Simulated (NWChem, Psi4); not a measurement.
**CH5InO2 (SMILES [CH3][In]([OH])[OH]): the electronic atomisation energy, rung by rung**

CH5InO2 has 9 atoms, charge 0, and is taken as a singlet. As SMILES, `[CH3][In]([OH])[OH]`. The shape is that of a PBE0-D4/def2-TZVP optimisation. This is one conformer, not always the lowest.

Quantity: the electronic atomisation energy, in eV. The values are calculated. Electronic energies at fixed atoms, without zero-point motion or spin-orbit coupling.

```tsv
level	kind	program	value (eV)	less CCSD(T)/def2-SVP
HF/def2-SVP (core potential)	Hartree–Fock	NWChem	21.36	-8.01
SVWN5/def2-SVP (core potential)	LDA	NWChem	36.11	+6.74
M06-2X/def2-SVP (core potential)	hybrid meta-GGA	NWChem	30.88	+1.51
PBE0/def2-SVP (core potential)	global hybrid	NWChem	30.71	+1.34
TPSSh/def2-SVP (core potential)	hybrid meta-GGA	Psi4	30.81	+1.44
wB97X-V/def2-SVP (core potential)	range-separated hybrid	Psi4	31.21	+1.84
MP2/def2-SVP (core potential)	perturbation theory	NWChem	30.02	+0.65
CCSD(T)/def2-SVP (core potential)	coupled cluster or CI	NWChem	29.37	0.00
```

Differences are taken from CCSD(T)/def2-SVP (core potential) for orientation; it has basis-set and higher-order errors of its own. Correlated wave functions underbind in double-zeta sets. The values span 21.36 to 36.11 eV. In the correlated wave-function rows the outer d shell of In is correlated, in sets not made for it.
